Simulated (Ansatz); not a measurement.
Geometry optimisation, RKS PBE0-D4/STO-3G in Ansatz.

Input:

```yaml
crystal:
  periodic: [false, false, false]
  atoms:
    - { symbol: Si, position_ang: [-1.0548, -1.8609, 0.2328] }
    - { symbol: Si, position_ang: [0.1704, -0.1725, -0.8792] }
    - { symbol: C, position_ang: [1.8612, -0.2436, -0.1935] }
    - { symbol: Cl, position_ang: [2.8472, -1.5486, -1.0018] }
    - { symbol: C, position_ang: [-0.5874, 1.4248, -0.9499] }
    - { symbol: Si, position_ang: [-0.7503, 1.8767, 0.7742] }
    - { symbol: H, position_ang: [-0.6535, -3.1548, -0.2554] }
    - { symbol: H, position_ang: [-2.5025, -1.6016, -0.1103] }
    - { symbol: H, position_ang: [-0.8786, -1.7117, 1.7303] }
    - { symbol: H, position_ang: [2.4496, 0.6803, -0.3456] }
    - { symbol: H, position_ang: [1.9036, -0.4449, 0.9164] }
    - { symbol: H, position_ang: [-1.527, 1.443, -1.4455] }
    - { symbol: H, position_ang: [-0.0564, 2.1889, -1.5173] }
    - { symbol: H, position_ang: [0.5001, 2.0206, 1.5339] }
    - { symbol: H, position_ang: [-1.7435, 1.0534, 1.5401] }
basis:
  gaussian: { orbitals: STO-3G }
hamiltonian:
  xc: pbe0
  dispersion: d4
relax:
  f_tol: 0.015
  max_steps: 40
```

Run as:

```bash
$ ansatz run input.yaml --threads 1 --pin off --max-ram 2048MiB --backend cpu --events-out ev --progress --plain --runs-dir out
```

Question: Where does it end, and by what steps?

Answer: The forces met the threshold. The force dipped under the threshold on the way, but the program's further checks kept it going. Limits of this set-up: minimal basis. After 31 steps the energy has fallen by 2.785 eV; H9 moved furthest, 1.18 Å. Joined: Si2–Si6.

```csv
step,energy less start (eV),largest force component (eV/Å),accepted
0,0.0000,3.592,yes
2,-0.9717,0.774,yes
4,-1.1392,1.102,yes
6,-1.3502,0.549,yes
8,-1.5789,1.419,yes
10,-2.2509,2.057,yes
12,-2.7018,1.158,yes
14,-2.7760,0.143,yes
16,-2.7796,0.142,yes
18,-2.7811,0.020,yes
20,-2.7819,0.049,yes
22,-2.7828,0.091,yes
24,-2.7839,0.069,yes
26,-2.7848,0.030,yes
28,-2.7852,0.026,yes
30,-2.7854,0.010,yes
31,-2.7854,0.010,yes
```

```xyz
15
Properties=species:S:1:pos:R:3
Si -1.083 -2.004 0.230
Si 0.059 -0.082 0.140
C 1.932 -0.287 0.076
Cl 2.478 -1.342 -1.333
C -0.542 1.305 -0.985
Si -0.642 1.867 0.803
H -0.917 -2.773 -0.981
H -2.488 -1.726 0.406
H -0.639 -2.805 1.346
H 2.445 0.678 -0.055
H 2.340 -0.768 0.978
H -1.478 1.153 -1.523
H 0.198 1.783 -1.628
H 0.280 2.900 1.205
H -1.965 2.050 1.349
```

Run time: 4.4 min on 1 thread of Arm Neoverse N1, with other jobs on the host, peak memory 0.15 GiB.
